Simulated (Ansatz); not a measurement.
AlBF$_{2}$H$_{2}$O (`O[B](F)[AlH][F]`), relaxed with RKS PBE0-D4/def2-TZVP in Ansatz from a PBE-D4/def2-SVP geometry. The force threshold is 0.005 eV/Å; the program also tests the step.

The species carries charge 0 and has multiplicity 1.

Start:

```xyz
7

O     1.011    1.330    0.804
B     0.975    0.125    0.175
F     2.160   -0.480    0.001
Al   -0.868   -0.767   -0.496
F    -2.199    0.222   -0.154
H     0.121    1.718    0.898
H    -1.201   -2.147   -1.228
```

```
        step  energy (eV)  largest force (eV/Å)  largest move (Å)
           1  -14783.5247                 0.715             0.000
           2  -14783.5453                 0.445             0.034
           3  -14783.5460                 0.214             0.036
           4  -14783.5520                 0.114             0.029
5 (rejected)  -14783.5520                 0.159             0.009
           6  -14783.5528                 0.022             0.004
           7  -14783.5529                 0.015             0.005
           8  -14783.5530                 0.005             0.012
```

End:

```xyz
7

O     1.003    1.322    0.794
B     0.963    0.122    0.175
F     2.140   -0.474    0.006
Al   -0.878   -0.770   -0.496
F    -2.175    0.208   -0.151
H     0.137    1.726    0.900
H    -1.191   -2.134   -1.228
```

Run time 17 s (4 threads of a server CPU on a shared host); peak host memory 0.35 GiB.
